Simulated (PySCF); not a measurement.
Two structures of GeH5Br, closed shell, reached by relaxing down either side of one saddle point (PBE0-D4/def2-TZVP). Energies are electronic, without zero-point energy. Program: PySCF 2.14 with density fitting (its default auxiliary sets; JK sets also for MP2 and CCSD(T)). Basis: def2-TZVPP and def2-QZVPP. Cores are frozen in the correlated methods. Filled d shells of the heavier atoms are correlated. The def2 sets are not built for correlating such inner shells, so the correlated values are less sure here. Extrapolation: Hartree–Fock as exp(−7.88 √X), correlation as X^−2.97. First:

```xyz
7
angstrom
Ge -0.2274 -1.2253 -0.0266
Br 1.7795 -0.2863 0.6291
H 0.0597 -2.0793 -1.2650
H -1.1843 -0.0720 -0.3411
H -0.7284 -2.0765 1.1439
H 0.2533 2.5087 0.0780
H -0.2864 2.9964 -0.0909
```

Second:

Ge1  (-0.975, -0.359, -0.228)
Br2  (3.099, 0.720, 0.735)
H3  (-0.275, -1.150, -1.339)
H4  (-2.449, -0.134, -0.583)
H5  (-0.858, -1.106, 1.105)
H6  (1.747, 1.014, 0.402)
H7  (-0.290, 1.015, -0.092)
(Å)

**Question.** Which bonds change from the first to the second?

**Answer.** GeH₃Br ([GeH3][Br]) + H₂ → GeH₄ + HBr; bonds formed: Ge1–H7, Br2–H6; bonds broken: Ge1–Br2, H6–H7.

**Question.** Give the saddle point's structure and its height above each. (To be estimated.)

**Answer.** Computed: 228.0 kJ/mol above the first and 171.5 kJ/mol above the second (CCSD(T) at an estimated basis limit (MP2 extrapolated from triple and quadruple zeta, plus CCSD(T) − MP2 in triple zeta)).
```xyz
7
angstrom
Ge -0.4829 -0.4079 -0.1073
Br 2.2321 -0.0736 0.5363
H 0.0438 -1.1310 -1.3378
H -1.8597 0.2221 -0.4513
H -0.5786 -1.0752 1.2565
H 0.7212 1.0835 0.1503
H -0.0758 1.3820 -0.0468
```

The T1 diagnostic stays at or below 0.011.

Labels in which every atom is bracketed show which atoms are joined, not bond orders.

For scale, one of the runs: CCSD(T)/def2-TZVPP, 166 basis functions, launched by `OMP_NUM_THREADS=4 python run.py`. Hardware: 4 CPU threads of an Arm Neoverse V2, shared host. Wall time 6.4 min; peak host memory 1.8 GiB.
